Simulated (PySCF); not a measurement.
BF3, SMILES F[B-](F)F, charge -1, multiplicity 2. Atoms are numbered in the order given.

```xyz
4

B      0.0000     0.0000    -0.3728
F      1.1574     0.6682     0.0690
F     -1.1574     0.6682     0.0690
F      0.0000    -1.3365     0.0690
```
Charge -1, spin multiplicity 2.

Coordinates come from a B3LYP-D3(BJ)/def2-SVPD optimisation.

Calculation: M06-2X/def2-TZVPD (PySCF).

Mulliken values depend strongly on the basis, most of all with diffuse functions as here. ESP charges are fitted to the potential on shells at 1.4 to 2.0 van der Waals radii. Atomic charges (e):

```
atom  Mulliken  meta-Löwdin  ESP fit  Mulliken spin
----  --------  -----------  -------  -------------
B1        0.40         0.35    -0.75           0.88
F2       -0.47        -0.45    -0.08           0.04
F3       -0.47        -0.45    -0.08           0.04
F4       -0.47        -0.45    -0.09           0.04
```
